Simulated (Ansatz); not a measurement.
Born–Oppenheimer molecular dynamics of ClF₅HTa (8 atoms, charge 0, multiplicity 1). It starts at the highest image of a converged band, a first-order saddle point between two minima.

Theory: RKS BLYP-D4/def2-SVP in Ansatz 0.2.0.

```
ensemble                      : NVE (velocity Verlet)
time step                     : 0.5 fs
steps asked                   : 200
starting velocities drawn for : 100 K
seed                          : 5478
```

First frame:

```xyz
8
Properties=species:S:1:pos:R:3
Ta -0.087 -0.214 0.125
F 1.959 0.254 0.407
F -0.230 0.129 1.987
F 0.453 -0.634 -1.646
F -0.588 1.531 -0.335
F -1.662 -1.217 0.040
Cl 1.361 -2.274 0.830
H 2.114 -0.893 0.681
```

Q: How far do the bonds stretch over the last three quarters of this one trajectory? (Pairs bonded in most of those frames.)

A: 
```json
{"bond": "Ta1–F2", "mean (Å)": "2.334", "spread (Å)": "0.115", "shortest": "2.15", "longest": "2.50"}
{"bond": "Ta1–F3", "mean (Å)": "1.906", "spread (Å)": "0.015", "shortest": "1.88", "longest": "1.92"}
{"bond": "Ta1–F4", "mean (Å)": "1.897", "spread (Å)": "0.019", "shortest": "1.87", "longest": "1.93"}
{"bond": "Ta1–F5", "mean (Å)": "1.890", "spread (Å)": "0.006", "shortest": "1.88", "longest": "1.90"}
{"bond": "Ta1–F6", "mean (Å)": "1.859", "spread (Å)": "0.018", "shortest": "1.83", "longest": "1.89"}
{"bond": "Ta1–Cl7", "mean (Å)": "2.459", "spread (Å)": "0.090", "shortest": "2.32", "longest": "2.58"}
{"bond": "F2–H8", "mean (Å)": "0.995", "spread (Å)": "0.045", "shortest": "0.92", "longest": "1.09"}
```

Mean temperature of the second half: 238 K. The conserved energy stayed within 0.046 meV per atom of its start (net change 0.017 meV per atom), so the integration is sound. The kinetic energy rose, since the run started high on the potential surface and went downhill. A run of 0.1 ps of so small a system gives no equilibrium averages. The orbitals stay closed-shell, which can raise the energy where a bond breaks towards radicals; this wasn't checked here.

Time of the run: 9.3 min on 4 threads of Arm Neoverse N1, with other jobs on the host, peak memory 0.18 GiB.
